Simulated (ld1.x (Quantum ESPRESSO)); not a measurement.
# What one change does to a pseudopotential (Ga, TM)

```json
{
 "Element": "gallium (Ga)",
 "Generator": "ld1.x (Quantum ESPRESSO) 7.5",
 "Type": "norm-conserving Troullier–Martins (Kleinman–Bylander form)",
 "Functional": "Wu–Cohen",
 "Relativity": "scalar-relativistic",
 "Frozen core": "[Ar] 3d10",
 "Valence charge": "3",
 "Reference configuration": "4s2 4p1",
 "Partial waves": "4p (bound): rc 2.05 bohr; 4d channel at 0.15 Ry: rc 2.05 bohr; 4s (bound): rc 1.80 bohr",
 "Local potential": "the s channel",
 "Core correction": "a·sin(br)/r model core inside 1.30 bohr"
}
```

Change: local potential the d channel.

Cutoffs: the cutoffs (Ry, on a coarse ladder) from which the occupation-weighted sum of valence levels, in a spherical-Bessel basis at the reference potential, stays within 10 and 1 mRy of its value at 400 Ry; they do not see the model core or the augmentation charge, which bear on the density cutoff. Errors are all-electron minus pseudo energies relative to the spin-unpolarised reference configuration.

Predict the effect on cutoff, ghosts and configuration errors.

The potential gets neither clearly harder nor softer (15 Ry and 35 Ry → 15 Ry and 35 Ry); the bound ghosts move from d to p, s; the number of tests that count goes from 7 to 5; of the 5 tests that both files solve, the error grows in 0 and shrinks in 2 by more than 15 % and 0.3 meV (median size 12.6 → 8.3 meV); the range in which the s phases agree narrows (upper end 3.6 → 0.1). In the separable form a ghost depends on how the local part lies against the semilocal potential of the channel, so the choice of the local part can create or remove one.

| quantity | base | changed |
| --- | --- | --- |
| cutoff, loose | 15 Ry | 15 Ry |
| cutoff, tight | 35 Ry | 35 Ry |
| loose cutoff by channel (10 mRy a level) | p 6 Ry, s 12 Ry | s 12 Ry, p 12 Ry |
| bound ghosts | d | s, p |
| tests counted (converged, no solver errors) | 7 of 7 | 5 of 7 |
| error for 4s2 4p0, meV [ΔE 5.68 eV] | -13 | -8.3 |
| error for 4s2 4p0.5, meV [ΔE 2.02 eV] | -1.9 | -1.5 |
| error for 4s2 4p1.3, meV [ΔE -0.52 eV] | -0.1 | -0.1 |
| error for 4s0 4p3, meV [ΔE 13.45 eV] | -77 | -84 |
| error for 4s1 4p2, meV [ΔE 6.58 eV] | -19 | -19 |
| s: phases at 2.25 bohr within 0.05 rad from the reference energy up to (Ry; the scan ends near 5) | 3.6 | 0.1 |
| p: phases at 2.25 bohr within 0.05 rad from the reference energy up to (Ry; the scan ends near 5) | to the end of the scan | 4.5 |
| d: phases at 2.25 bohr within 0.05 rad from the reference energy up to (Ry; the scan ends near 5) | 1.1 | 0.6 |

Changed file: Tests not counted: 4s1 4p0 (solver errors, printed error -3.3 eV); 4s1 4p1 (solver errors, printed error -4.7 eV). A true bound ghost makes a file unfit for plane-wave use even where its test errors are small: the radial tests pick states by their node count and pass the ghost by. Where a test does run into it, the solver fails or the error is huge.
